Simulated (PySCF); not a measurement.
# Bond lengths and vibrations by method: AlBClH3N

Calculated results; nothing here was measured. They come from PySCF 2.14.0, an open-source quantum chemistry program, on an isolated molecule that a program drew, which may never have been made. The molecule is AlBClH3N (charge 0, doublet), drawn as the SMILES string `[BH][Al]([NH2])[Cl]`.

The geometry was optimised and harmonic frequencies were computed with HF and MP2, all in the cc-pV(D+d)Z basis, for the commonest isotopes, with a restricted reference for singlets and an unrestricted one otherwise, and a frozen core in MP2. Each result is a local minimum of its method.

Geometry at the HF minimum:
```xyz
7
AlBClH3N, angstrom
B    -2.7387   -1.7409   -2.6522
Al   -1.7213   -0.8987   -1.0718
N    -0.2927   -1.5859   -0.3173
Cl   -2.4994    0.8885   -0.2308
H    -3.1492   -2.0427   -3.7260
H     0.1729   -1.1925    0.4793
H     0.1783   -2.4227   -0.6056
```

Lengths of the bonds as drawn, in Å (atoms numbered as above):
| bond | HF | MP2 |
|---|---|---|
| B1-Al2 | 2.060 | 2.054 |
| Al2-N3 | 1.756 | 1.767 |
| Al2-Cl4 | 2.123 | 2.117 |
| B1-H5 | 1.189 | 1.195 |
| N3-H6 | 1.003 | 1.017 |
| N3-H7 | 1.003 | 1.017 |

Rotational constants, in GHz:
```
constant,HF,MP2
A,5.762,5.745
B,3.238,3.236
C,2.074,2.07
```

Harmonic frequencies in cm^-1, each column in rising order, so a row needn't be the same motion in every method:
| rank | HF | MP2 |
|---|---|---|
| 1 | 151 | 68 |
| 2 | 159 | 144 |
| 3 | 192 | 179 |
| 4 | 236 | 227 |
| 5 | 319 | 317 |
| 6 | 422 | 327 |
| 7 | 477 | ? |
| 8 | 607 | 616 |
| 9 | 648 | 658 |
| 10 | 737 | 723 |
| 11 | 878 | 858 |
| 12 | 1671 | 1544 |
| 13 | 2823 | 2778 |
| 14 | 3779 | 3609 |
| 15 | 3862 | 3710 |

**Estimate the missing MP2 frequency from the HF column.**

A single factor s that minimises the squared misfit of MP2 against s times HF over the other rows is sum(HF x MP2) / sum(HF^2) = 0.9613, with an rms misfit of 41 cm^-1. For rank 7 it gives 0.9613 x 477 = 459 cm^-1. The calculation gives 478 cm^-1, 19 cm^-1 above the estimate. The drawn bonds are on average 0.6 % longer in MP2 than in HF.
